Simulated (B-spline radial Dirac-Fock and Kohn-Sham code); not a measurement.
## Cs: M5-N45N45 lines in intermediate coupling

System: the Cs atom, [Xe] 6p1 (an excited configuration).

Input of the calculation (task.json; shells as n, l, electrons):

```json
{"items": [{
  "Z": 55,
  "q": 0,
  "cfg": [[1, 0, 2], [2, 0, 2], [2, 1, 6], [3, 0, 2], [3, 1, 6], [3, 2, 10], [4, 0, 2], [4, 1, 6], [4, 2, 10], [5, 0, 2], [5, 1, 6], [6, 1, 1]],
  "A": 133,
  "rrms": 4.8041,
  "do": ["binding", "quiet", "double"]
}]}
```

Launch: `python xray_run.py task.json out`

Model: Dirac-Fock ΔSCF + Breit + QED. Program: a radial atomic solver. The two-hole levels come from diagonalising the Coulomb interaction among the jj configurations; intensities are independent-particle Coulomb rates. Kinetic energies are from the vacuum level. The model has no electron correlation. Open outer shells are spectators and are not coupled to the holes.

```
kinetic energy (eV)  J  leading jj holes (weight)  leading LS term (weight)
              537.8  0                N4N4 (0.71)                ¹S0 (0.90)
              544.3  2                N4N4 (0.72)                ¹D2 (0.55)
              544.5  4                N4N5 (0.91)                ¹G4 (0.97)
              545.2  1                N4N5 (1.00)                ³P1 (1.00)
              545.5  0                N5N5 (0.71)                ³P0 (0.90)
              546.5  2                N4N5 (0.61)                ³P2 (0.55)
              548.2  3                N4N5 (1.00)                ³F3 (1.00)
              548.3  2                N5N5 (0.81)                ¹D2 (0.43)
              550.3  4                N5N5 (0.91)                ³F4 (0.97)
```

The intensity is shared as follows: 550.3 eV 24.8 %, 544.5 eV 23.7 %, 548.3 eV 16.2 %, 548.2 eV 10.2 %, 546.5 eV 9.5 %, 545.2 eV 6.1 %, 544.3 eV 3.7 %, 545.5 eV 3.4 %, 537.8 eV 2.3 %.

The strongest line, by its leading LS label ³F4, lies at 550.3 eV. The mean weight of the leading component is 0.82 in jj and 0.81 in LS coupling, so jj labels describe these levels better.
